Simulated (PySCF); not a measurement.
## Correlation energy of Br⁺ (bromine, charge +1)

[Ar] 3d10 4s2 4p4, high-spin 3P determinant. Calculation: PySCF 2.14, in aug-cc-pwCVTZ-PP with ECP10MDF (8s7p6d4f1g, 96 functions); scalar relativity through the core potential. Frozen: 3s2 3p6 3d10; 6 electrons correlated.

```tsv
level	correlation energy (mhartree)
CCSD	-127.95
(T)	-3.58
CCSD(T)	-131.53
```

Diagnostics: T1 = 0.0073, D1 = 0.0228, largest double amplitude 0.032.

Cost of the coupled-cluster step: about 40 core-seconds, for 6 correlated electrons.

Iterations:

```
CC2 = 0
CCSD nocc = (np.int64(4), np.int64(2)), nmo = (87, 87)
frozen orbitals [[0, 1, 2, 3, 4, 5, 6, 7, 8], [0, 1, 2, 3, 4, 5, 6, 7, 8]]
max_cycle = 100
direct = 0
conv_tol = 1e-08
conv_tol_normt = 1e-06
diis_space = 8
diis_start_cycle = 0
Init t2, MP2 energy = -0.109436013221708
Init E_corr(UCCSD) = -0.109436013223841
cycle = 1  E_corr(UCCSD) = -0.123633797711621  dE = -0.0141977845  norm(t1,t2) = 0.0373134
cycle = 2  E_corr(UCCSD) = -0.126679188653408  dE = -0.00304539094  norm(t1,t2) = 0.0117451
cycle = 3  E_corr(UCCSD) = -0.127987175029162  dE = -0.00130798638  norm(t1,t2) = 0.00453876
cycle = 4  E_corr(UCCSD) = -0.127944950477767  dE = 4.22245514e-05  norm(t1,t2) = 0.000522425
cycle = 5  E_corr(UCCSD) = -0.127945101211821  dE = -1.50734054e-07  norm(t1,t2) = 8.56978e-05
cycle = 6  E_corr(UCCSD) = -0.127945727716691  dE = -6.2650487e-07  norm(t1,t2) = 2.29784e-05
cycle = 7  E_corr(UCCSD) = -0.127945731362075  dE = -3.64538438e-09  norm(t1,t2) = 7.00287e-06
cycle = 8  E_corr(UCCSD) = -0.127945722545287  dE = 8.81678799e-09  norm(t1,t2) = 1.72452e-06
cycle = 9  E_corr(UCCSD) = -0.127945712490648  dE = 1.00546389e-08  norm(t1,t2) = 3.30279e-07
cycle = 10  E_corr(UCCSD) = -0.127945712178217  dE = 3.12431525e-10  norm(t1,t2) = 7.20264e-08
UCCSD converged
E(UCCSD) = -415.2262945951429  E_corr = -0.1279457121782169
UCCSD(T) correction = -0.00357630753790928
```
